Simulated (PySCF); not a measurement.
## HgBr2 in a uniform electric field

Species: HgBr2 (singlet state).
Cartesian coordinates in Å at the PBE0-D3(BJ)/def2-SVP level; atoms count from 1:
```xyz
3
HgBr2 angstrom
Hg     0.000    0.000    0.000
Br    -0.022   -0.027    2.414
Br     0.022    0.027   -2.414
```

Level: CAM-B3LYP/def2-SVPD (PySCF); nuclei fixed, core orbitals frozen in the response. Permanent dipole (0.000, 0.000, 0.000) D (1 au = 2.5417 D). Static polarisability (au):

```
x    55.85   0.01  -0.62
y     0.01  55.86  -0.77
z    -0.62  -0.77 124.89
```

Only the terms in μ and α are kept: μ(F) = μ + αF and ΔE = −μ·F − ½ F·αF.

**Question.** What do fields of 0.103 V/Å (0.002 au) along the six axis directions do?

**Answer.** 
| field along | induced x (D) | induced y (D) | induced z (D) | total size (D) | −μ·F (kJ/mol) | −½F·αF (kJ/mol) |
| --- | --- | --- | --- | --- | --- | --- |
| +x | 0.284 | 0.000 | -0.003 | 0.284 | 0.000 | -0.293 |
| −x | -0.284 | 0.000 | 0.003 | 0.284 | 0.000 | -0.293 |
| +y | 0.000 | 0.284 | -0.004 | 0.284 | 0.000 | -0.293 |
| −y | 0.000 | -0.284 | 0.004 | 0.284 | 0.000 | -0.293 |
| +z | -0.003 | -0.004 | 0.635 | 0.635 | 0.000 | -0.656 |
| −z | 0.003 | 0.004 | -0.635 | 0.635 | 0.000 | -0.656 |

**Question.** For the field (0.0002, -0.0008, -0.0018) au, what is the induced dipole, and what angle does it make with the field?

**Answer.** αF = (0.031, -0.110, -0.570) D, at 13.3° to the field. The polarisability along this direction, F·αF/F², is 112.46 au, against a mean of 78.87 au.

**Question.** A unit point charge sits 7 Å away. Estimate the induction energy −αe²/2R⁴ with the mean polarisability, treating the molecule as a point.

**Answer.** R = 13.23 bohr, so the energy is −78.9/(2 × 13.23⁴) Eh = -3.38 kJ/mol.

Isolated species at its PBE0-D3(BJ)/def2-SVP geometry, gas phase. Atoms past krypton carry effective core potentials; spin–orbit coupling is left out. The calculation is non-relativistic apart from the core potentials, for bromine too.
